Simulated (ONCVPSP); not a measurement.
**Pseudopotential generation for bromine (Br): ONCV, PBE, scalar-relativistic.**

ONCVPSP 4.0.1 was run on this input:

```
# ATOM AND REFERENCE CONFIGURATION
# atsym  z   nc   nv     iexc    psfile
  Br 35.00    6    2        4      upf
#
#   n    l    f
    1    0    2.00
    2    0    2.00
    2    1    6.00
    3    0    2.00
    3    1    6.00
    3    2   10.00
    4    0    2.00
    4    1    4.50
#
# PSEUDOPOTENTIAL AND OPTIMIZATION
# lmax
    2
#
#   l,   rc,      ep,       ncon, nbas, qcut
    0    1.50    0.00    4    7    4.10
    1    1.60    0.00    4    9    5.50
    2    1.70    0.24    3    7    6.10
#
# LOCAL POTENTIAL
# lloc, lpopt,  rc(5),   dvloc0
    4    3    1.30    3.00
#
# VANDERBILT-KLEINMAN-BYLANDER PROJECTORs
# l, nproj, debl
    0    2    3.30
    1    2    1.80
    2    1    4.00
#
# MODEL CORE CHARGE
# icmod, fcfact, rcfact
    3    5.00    1.65
#
# LOG DERIVATIVE ANALYSIS
# epsh1, epsh2, depsh
   -2.00    5.00    0.02
#
# OUTPUT GRID
# rlmax, drl
    6.00    0.01
#
# TEST CONFIGURATIONS
# ncnf
    4
# nvcnf
#   n    l    f
    2
    4    0    2.00
    4    1    5.00
#
    2
    4    0    2.00
    4    1    4.00
#
    2
    4    0    2.00
    4    1    3.00
#
    2
    4    0    2.00
    4    1    1.00
#
```

Command:

```bash
oncvpsp.x < Br.dat > Br.out
```

The program printed (shortened: citation, most of the input echo, consistency checks and plot data are left out):

```
ONCVPSP  (Optimized Norm-Conservinng Vanderbilt PSeudopotential)
scalar-relativistic version 4.0.1

#   n    l    f        energy (Ha)
    1    0    2.00    -4.8963192E+02
    2    0    2.00    -6.3888673E+01
    2    1    6.00    -5.6372044E+01
    3    0    2.00    -8.9465664E+00
    3    1    6.00    -6.5731545E+00
    3    2   10.00    -2.6490687E+00
    4    0    2.00    -9.2220411E-01
    4    1    4.50    -4.5943829E-01

Reference configufation results
  iterations    24
  all-electron total energy (Ha)   -2.60622623D+03

Begin loop to  construct optimized pseudo wave functions
and semi-local pseudopoentials for all angular momenta

   Wellstate for l =  0  n =  6
     eigenvalue =   2.3778
     asymptotic potential =   2.8778
     half-point radius =  3.1795

Calculating optimized projector #   1

 for l=   0

    Fraction of norm inside rc  0.439731
    Optimizing pswf for qcut=   4.10 a_B^-1,  ecut=   8.40 Ha
    Residual kinetic energy error=  1.23D-02 Ha

    Energy error per electron        Cutoff
         Ha          eV             Ha
         0.01000     0.27211        8.96
         0.00100     0.02721       39.96
         0.00010     0.00272       52.15
         0.00001     0.00027       60.38

Calculating optimized projector #   2

 for l=   0

    Fraction of norm inside rc  0.079499
    Optimizing pswf for qcut=   4.10 a_B^-1,  ecut=   8.40 Ha
    Residual kinetic energy error=  3.20D-02 Ha

    Energy error per electron        Cutoff
         Ha          eV             Ha
         0.01000     0.27211       10.17
         0.00100     0.02721       25.27
         0.00010     0.00272       49.45
         0.00001     0.00027       78.19

   Wellstate for l =  1  n =  5
     eigenvalue =   1.3406
     asymptotic potential =   1.8406
     half-point radius =  2.7388

Calculating optimized projector #   1

 for l=   1

    Fraction of norm inside rc  0.326492
    Optimizing pswf for qcut=   5.51 a_B^-1,  ecut=  15.17 Ha
    Residual kinetic energy error=  1.80D-04 Ha

    Energy error per electron        Cutoff
         Ha          eV             Ha
         0.01000     0.27211        4.22
         0.00100     0.02721       12.11
         0.00010     0.00272       17.89
         0.00001     0.00027       89.58

Calculating optimized projector #   2

 for l=   1

    Fraction of norm inside rc  0.192905
    Optimizing pswf for qcut=   5.51 a_B^-1,  ecut=  15.17 Ha
    Residual kinetic energy error=  4.30D-04 Ha

    Energy error per electron        Cutoff
         Ha          eV             Ha
         0.01000     0.27211        8.98
         0.00100     0.02721       13.50
         0.00010     0.00272       58.68
         0.00001     0.00027      133.06

   Wellstate for l =  2  n =  4
     eigenvalue =   0.2400
     asymptotic potential =   0.7400
     half-point radius =  3.3773

Calculating optimized projector #   1

 for l=   2

    Fraction of norm inside rc  0.175610
    Optimizing pswf for qcut=   6.10 a_B^-1,  ecut=  18.59 Ha
    Residual kinetic energy error=  5.36D-05 Ha

    Energy error per electron        Cutoff
         Ha          eV             Ha
         0.01000     0.27211        5.55
         0.00100     0.02721       11.05
         0.00010     0.00272       16.82
         0.00001     0.00027       64.21

Construct Vanderbilt / Kleinmman-Bylander projectors

B matrix Hermiticity error, ll=   0
   1   2   -2.7414E-04

  Orthonormal projector coefficients  6.8184E+00  1.2739E+00

B matrix Hermiticity error, ll=   1
   1   2    1.5142E-04

  Orthonormal projector coefficients  3.1399E+00  6.1419E-01

Model core correction analysis
  based on d2Exc/dn_idn_j

d2excae - all-electron derivatives

   -3.134577D-02   -2.595301D-02
   -2.595302D-02   -2.562280D-02

d2excps - pseudofunction derivatives with no core correction

   -3.757675D-02   -2.907900D-02
   -2.908054D-02   -2.703432D-02

rms 2nd derivative error    3.884931E-03

rmatch, rhocmatch    1.1410    2.2597

Teter function model core charge with specified parameters

d2excps - pseudofunction derivatives with core correction

   -2.448193D-02   -2.113579D-02
   -2.113565D-02   -2.188183D-02

rms 2nd derivative error    5.184590E-03

Pseudoatom total energy  -13.444781

Diagnostic tests using Vanderbilt-Kleinman-Bylander pseudopotentials
  1 or more projectors used as specified by nproj input data

   l    rcore       rmatch      e in        delta e   norm test  slope test

   0   1.5024454   1.5480629  -0.9222041  -0.0000070   1.0000590   1.0000927
   0   1.5024454   1.5480629   2.3777959   0.0000036   1.0003681   1.0003681

   1   1.6046358   1.6533560  -0.4594383  -0.0000004   1.0000436   1.0006670
   1   1.6046358   1.6533560   1.3405617   0.0000050   1.0002220   1.0002220

   2   1.7035555   1.7552791   0.2400000  -0.0001466   0.9999913   0.9999913

 Testing for bound ghosts
   n   l    E NL Schr. Eq   E Basis Diag.   E Cutoff

   1   0       -0.922211       -0.919597     82.81

   2   1       -0.459439       -0.450128    152.79

   3   2       -0.025986        0.113979     62.58

 Testing for highly-localized positive-energy ghosts
       l    <radius>/rc     E Basis Diag.   E Cutoff

       0        0.791520        8.213147     82.81  WARNING - GHOST(+)

Test configuration 0

   n   l     f        eae           eps        diff
   1   0  2.0000 -489.63191892
   2   0  2.0000  -63.88867311
   2   1  6.0000  -56.37204422
   3   0  2.0000   -8.94656635
   3   1  6.0000   -6.57315451
   3   2 10.0000   -2.64906866
   4   0  2.0000   -0.92220411   -0.92221110   -6.99D-06
   4   1  4.5000   -0.45943829   -0.45943871   -4.18D-07

    Total energies and differences
      AE_ref= -2.60622623D+03  AE_tst= -2.60622623D+03  dif=  0.00D+00
      PS_ref= -1.34447813D+01  PS_tst= -1.34447813D+01  dif= -1.42D-14
      PSP excitation error=  1.42D-14

Test configuration 1

   n   l     f        eae           eps        diff
   1   0  2.0000 -489.43222259
   2   0  2.0000  -63.69027665
   2   1  6.0000  -56.17347329
   3   0  2.0000   -8.74909825
   3   1  6.0000   -6.37571341
   3   2 10.0000   -2.45184156
   4   0  2.0000   -0.73992800   -0.73956382    3.64D-04
   4   1  5.0000   -0.28883916   -0.28849977    3.39D-04

    Total energies and differences
      AE_ref= -2.60622623D+03  AE_tst= -2.60641272D+03  dif= -1.86D-01
      PS_ref= -1.34447813D+01  PS_tst= -1.36312098D+01  dif= -1.86D-01
      PSP excitation error= -6.58D-05

Test configuration 2

   n   l     f        eae           eps        diff
   1   0  2.0000 -489.85009186
   2   0  2.0000  -64.10483209
   2   1  6.0000  -56.58846601
   3   0  2.0000   -9.16127904
   3   1  6.0000   -6.78781641
   3   2 10.0000   -2.86339271
   4   0  2.0000   -1.11700682   -1.11780619   -7.99D-04
   4   1  4.0000   -0.64203818   -0.64278206   -7.44D-04

    Total energies and differences
      AE_ref= -2.60622623D+03  AE_tst= -2.60595137D+03  dif=  2.75D-01
      PS_ref= -1.34447813D+01  PS_tst= -1.31697081D+01  dif=  2.75D-01
      PSP excitation error= -2.14D-04

Test configuration 3

   n   l     f        eae           eps        diff
   1   0  2.0000 -490.33541981
   2   0  2.0000  -64.58373501
   2   1  6.0000  -57.06818863
   3   0  2.0000   -9.63552652
   3   1  6.0000   -7.26187731
   3   2 10.0000   -3.33636511
   4   0  2.0000   -1.53753508   -1.54165439   -4.12D-03
   4   1  3.0000   -1.03727758   -1.04124809   -3.97D-03

    Total energies and differences
      AE_ref= -2.60622623D+03  AE_tst= -2.60511493D+03  dif=  1.11D+00
      PS_ref= -1.34447813D+01  PS_tst= -1.23309949D+01  dif=  1.11D+00
      PSP excitation error= -2.49D-03

Test configuration 4

   n   l     f        eae           eps        diff
   1   0  2.0000 -491.47606143
   2   0  2.0000  -65.70047427
   2   1  6.0000  -58.18791469
   3   0  2.0000  -10.73464727
   3   1  6.0000   -8.36019078
   3   2 10.0000   -4.43062841
   4   0  2.0000   -2.47385794   -2.49501182   -2.12D-02
   4   1  1.0000   -1.92158968   -1.94281538   -2.12D-02

    Total energies and differences
      AE_ref= -2.60622623D+03  AE_tst= -2.60217469D+03  dif=  4.05D+00
      PS_ref= -1.34447813D+01  PS_tst= -9.36796094D+00  dif=  4.08D+00
      PSP excitation error= -2.53D-02
```

The run took about 2.8 s on one core of a shared server CPU.
